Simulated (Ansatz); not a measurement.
CH3ClMgO (`C[O][Mg][Cl]`), relaxed with RKS PBE0-D4/def2-TZVP in the Gaussian-basis code of Ansatz from a PBE-D4/def2-SVP geometry. The force threshold is 0.005 eV/Å; the program also tests the step.

Charge 0, multiplicity 1.

Start:

```xyz
7

C    -0.939   -0.353    0.721
O     0.113    0.039   -0.091
Mg    1.462    0.547   -1.124
Cl    3.141    1.181   -2.408
H    -1.920   -0.313    0.187
H    -0.818   -1.400    1.091
H    -1.039    0.299    1.624
```

**Question.** How much energy does the relaxation release, and in how many steps? (An estimate is asked.)

**Answer.** Computed: 3.12 kJ/mol, in 5 steps, 1 of them rejected.

**Question.** Which bonds change most? (Estimate.)

**Answer.** Computed: Mg3–Cl4 from 2.206 to 2.176 Å; O2–Mg3 from 1.773 to 1.749 Å; C1–H7 from 1.118 to 1.099 Å; C1–H6 from 1.118 to 1.099 Å.

**Question.** Give the relaxed structure. (Best estimate.)

**Answer.** Ansatz gave: 
```xyz
7

C    -0.933   -0.350    0.716
O     0.114    0.040   -0.090
Mg    1.444    0.541   -1.109
Cl    3.099    1.164   -2.377
H    -1.893   -0.308    0.183
H    -0.805   -1.381    1.075
H    -1.025    0.294    1.602
```
